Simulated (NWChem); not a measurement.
System: CrHSO$_{2}$F; SMILES [Cr](=[O])([SH])([F])=[O]

Here is an NWChem input.

```
start job
memory heap 200 mb stack 900 mb global 1100 mb
geometry units angstroms noautoz
  Cr     0.067667     0.327327     0.000015
  O      0.801224     0.684902    -1.294997
  O      0.910440     0.698701     1.219201
  F     -1.453260     1.072252     0.048119
  S     -0.090736    -1.844439     0.092615
  H     -0.317129    -1.957598    -1.238607
end
basis spherical
  Cr library def2-svp
  O library def2-svp
  F library def2-svp
  S library def2-svp
  H library def2-svp
end
dft
  xc slater vwn_5
  iterations 150
  mulliken
end
task dft energy
```

Geometry: optimised at PBE0/def2-SVP.

Question: What results follow from this input? (LDA (Slater exchange, VWN5)/def2-SVP.) Quantities: energy (Ha); highest occupied level (eV); orbital gap (eV); dipole (D).

Answer: energy (Ha): -1687.97
highest occupied level (eV): -7.54
orbital gap (eV): 2.36
dipole (D): 2.15
